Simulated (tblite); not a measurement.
What does the GFN2-xTB structure of InChI=1S/C4H11NSi/c1-4(2,6)3-5/h3,5H,1-2,6H3/b5-3- look like in three dimensions?

```
atom  x, y, z in Å
C1    -0.7143   -0.1005    1.3226
C2    -0.0277    0.1379   -0.0225
C3     0.4024    1.6025   -0.1311
Si4    1.5115   -1.0106   -0.1915
C5    -0.9195   -0.2002   -1.1741
N6    -1.9421   -0.9278   -1.2189
H7    -0.0609    0.2022    2.1381
H8    -0.9597   -1.1521    1.4657
H9    -1.6346    0.4817    1.3912
H10    0.8791    1.8005   -1.0892
H11   -0.4627    2.2598   -0.0390
H12    1.1060    1.8577    0.6590
H13    1.0763   -2.4018   -0.0796
H14    2.4305   -0.6711    0.8962
H15    2.1469   -0.7691   -1.4856
H16   -0.6152    0.2357   -2.1241
H17   -2.2230   -1.3328   -0.3270
```

Orientation and origin are arbitrary. Atoms count from 1 in this order. Si4 (SiH3 silicon) is tetrahedral (angles from 107.3° to 110.8°). N6 (imine nitrogen) is bent (angle 115.1°). The 3 C–C bonds span 1.495 Å (C2–C5, drawn single) to 1.530 Å (C2–C3, drawn single), a spread of 0.035 Å. Of the pairs four or more bonds apart, C1···H17 is among the closest relative to their van der Waals radii: 2.55 Å, 88 % of the sum of Bondi's values.

Bonds between heavy atoms (Å): C1–C2 1.529, C2–C3 1.530, C2–Si4 1.928, C2–C5 1.495, C5=N6 1.256.

The geometry is computed with GFN2-xTB (gas phase).

Point group: C1 (no symmetry element, even within 0.4 Å). Its GFN2-xTB frequencies are all real (lowest 80 cm⁻¹). One conformer, not necessarily the lowest (C1–C2–C5–N6 -20°).
